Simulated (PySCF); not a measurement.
AsC⁺ at LDA

Level: LDA. PySCF, scalar-relativistic core potentials, basis sets As aug-cc-pVDZ-PP with ECP10, C aug-cc-pVDZ.

```json
{
 "state": "³Π (triplet), unpaired electrons σ ↑, π ↑",
 "bond length": "1.754 Å",
 "harmonic wavenumber": "903 cm⁻¹",
 "force constant": "4.97 mdyn/Å",
 "rotational constant Be": "0.5296 cm⁻¹",
 "anharmonicity ωexe": "5.11 cm⁻¹",
 "vibration–rotation constant αe": "0.00393 cm⁻¹",
 "well depth De to As⁺ + C": "121.3 kcal/mol",
 "dissociation energy D0": "120.0 kcal/mol",
 "bond order (Mayer)": "2.24",
 "dipole moment (positive dipole points towards C; it is taken about the centre of mass and depends on that origin)": "0.27 D"
}
```

Spin–orbit coupling is left out. For an ion De counts to the pair picked by the measured ionisation energies or electron affinities, which need not be the lowest pair at this level. The state was picked by a PBE0 search and need not be the measured ground state.
